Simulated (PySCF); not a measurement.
# Potential energy of SrB⁺ along the bond

Set-up: PySCF, scalar-relativistic core potentials, basis sets Sr def2-SVP with ECP28, B def2-SVP. Energies in eV from Sr⁺ + B in their ground configurations at the same level. State: ³Π (triplet), unpaired electrons σ ↑, π ↑.

All columns are PBE0. A positive dipole points towards B; it is taken about the centre of mass and depends on that origin.

```json
{"R (Å)": "2.259", "E (eV)": "-0.650", "μ (D)": "-4.33", "Mulliken charge on Sr (basis-dependent)": "0.95", "HOMO (eV)": "-9.61", "LUMO (eV)": "-7.47", "Mayer bond order": "1.35", "⟨S²⟩": "2.00"}
{"R (Å)": "2.364", "E (eV)": "-0.949", "μ (D)": "-4.58", "Mulliken charge on Sr (basis-dependent)": "1.00", "HOMO (eV)": "-9.56", "LUMO (eV)": "-7.26", "Mayer bond order": "1.31", "⟨S²⟩": "2.00"}
{"R (Å)": "2.469", "E (eV)": "-1.114", "μ (D)": "-4.78", "Mulliken charge on Sr (basis-dependent)": "1.04", "HOMO (eV)": "-9.35", "LUMO (eV)": "-7.08", "Mayer bond order": "1.27", "⟨S²⟩": "2.00"}
{"R (Å)": "2.548", "E (eV)": "-1.173", "μ (D)": "-4.89", "Mulliken charge on Sr (basis-dependent)": "1.06", "HOMO (eV)": "-9.21", "LUMO (eV)": "-6.96", "Mayer bond order": "1.24", "⟨S²⟩": "2.00"}
{"R (Å)": "2.627", "E (eV)": "-1.187", "μ (D)": "-4.97", "Mulliken charge on Sr (basis-dependent)": "1.08", "HOMO (eV)": "-9.09", "LUMO (eV)": "-6.86", "Mayer bond order": "1.21", "⟨S²⟩": "2.00"}
{"R (Å)": "2.706", "E (eV)": "-1.169", "μ (D)": "-5.03", "Mulliken charge on Sr (basis-dependent)": "1.10", "HOMO (eV)": "-8.99", "LUMO (eV)": "-6.77", "Mayer bond order": "1.18", "⟨S²⟩": "2.01"}
{"R (Å)": "2.811", "E (eV)": "-1.106", "μ (D)": "-5.04", "Mulliken charge on Sr (basis-dependent)": "1.12", "HOMO (eV)": "-8.88", "LUMO (eV)": "-6.78", "Mayer bond order": "1.13", "⟨S²⟩": "2.01"}
{"R (Å)": "2.942", "E (eV)": "-0.990", "μ (D)": "-4.97", "Mulliken charge on Sr (basis-dependent)": "1.13", "HOMO (eV)": "-8.77", "LUMO (eV)": "-6.82", "Mayer bond order": "1.07", "⟨S²⟩": "2.01"}
{"R (Å)": "3.100", "E (eV)": "-0.823", "μ (D)": "-4.73", "Mulliken charge on Sr (basis-dependent)": "1.13", "HOMO (eV)": "-8.71", "LUMO (eV)": "-6.89", "Mayer bond order": "0.97", "⟨S²⟩": "2.01"}
{"R (Å)": "3.310", "E (eV)": "-0.602", "μ (D)": "-4.17", "Mulliken charge on Sr (basis-dependent)": "1.11", "HOMO (eV)": "-8.71", "LUMO (eV)": "-6.99", "Mayer bond order": "0.80", "⟨S²⟩": "2.01"}
```

A fit through these points gives, at Re = 2.619 Å, μ = -4.97 D and dμ/dR = -0.891 D/Å; the reduced mass is 9.784 u.

Task: How strong is the fundamental in the double-harmonic approximation, I = 42.26·(dμ/dR)²/μred km/mol?

Result: I = 42.26·(-0.891)²/9.784 = 3.43 km/mol at PBE0.

Spin–orbit coupling is left out. For an ion De counts to the pair picked by the measured ionisation energies or electron affinities, which need not be the lowest pair at this level. The state is the lowest determinant that a PBE0 search found; another state may lie lower at other levels.
